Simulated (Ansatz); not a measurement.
The cluster Ir₃⁺, 3 atoms. Hardware: 4 threads of Intel Xeon on a shared host.

In the def2 sets Ir takes a core potential; there is no spin–orbit coupling. Correlated methods freeze no core orbitals; core or outer-core shells of Ir are correlated, in sets that lack core-valence functions.

(1) How many basis functions does each of these Ansatz runs have, and roughly what does it cost? PBE0-D4/def2-TZVP, charge 1 triplet, energy, from earlier orbitals; ωB97X-V/def2-TZVP, charge 1 quintet, energy, from earlier orbitals; MP2/def2-TZVP, charge 1 singlet, energy, from earlier orbitals; CCSD(T)/def2-TZVPP, charge 1 singlet, energy, from earlier orbitals; PBE0-D4/def2-TZVP, charge 1 quintet, energy, from earlier orbitals; PBE-D4/def2-SVP, charge 1 singlet, energy, from earlier orbitals; revPBE-D4/def2-TZVP, charge 1 singlet, energy, from earlier orbitals; PBE-D4/def2-TZVP, charge 1 unrestricted singlet, energy, from earlier orbitals; PBE-QIDH/def2-TZVP, charge 1 singlet, energy, from earlier orbitals; PBE-D4/def2-TZVP, charge 1 quintet, relaxation, 3 steps; PBE-D4/def2-TZVP, charge 1 singlet, relaxation, 5 steps; B2PLYP/def2-TZVP, charge 1 quintet, energy, from earlier orbitals.

## Answers

(1) Other jobs shared the machine, so times can vary by a factor of up to 3. A dash marks memory too small to be measured apart from the calling script's.

| run | functions | fitting or Cholesky vectors | wall time | peak host memory (GiB) |
| --- | --- | --- | --- | --- |
| PBE-D4/def2-SVP, charge 1 singlet, energy, from earlier orbitals | 96 | 882 | 2.7 s | – |
| revPBE-D4/def2-TZVP, charge 1 singlet, energy, from earlier orbitals | 120 | 1056 | 2.8 s | – |
| PBE-QIDH/def2-TZVP, charge 1 singlet, energy, from earlier orbitals | 120 | 1128 | 9 s | – |
| PBE-D4/def2-TZVP, charge 1 quintet, relaxation, 3 steps | 120 | 1056 | 11 s | – |
| PBE-D4/def2-TZVP, charge 1 unrestricted singlet, energy, from earlier orbitals | 120 | 1056 | 11 s | – |
| PBE-D4/def2-TZVP, charge 1 singlet, relaxation, 5 steps | 120 | 1056 | 12 s | – |
| MP2/def2-TZVP, charge 1 singlet, energy, from earlier orbitals | 120 | 1128 | 19 s | – |
| PBE0-D4/def2-TZVP, charge 1 quintet, energy, from earlier orbitals | 120 | 1233 | 24 s | 0.59 |
| B2PLYP/def2-TZVP, charge 1 quintet, energy, from earlier orbitals | 120 | 1128 | 27 s | – |
| ωB97X-V/def2-TZVP, charge 1 quintet, energy, from earlier orbitals | 120 | 1137 | 63 s | 0.75 |
| PBE0-D4/def2-TZVP, charge 1 triplet, energy, from earlier orbitals | 120 | 1233 | 3.8 min | 0.6 |
| CCSD(T)/def2-TZVPP, charge 1 singlet, energy, from earlier orbitals | 168 | 1107 | 5.9 min | 2.4 |
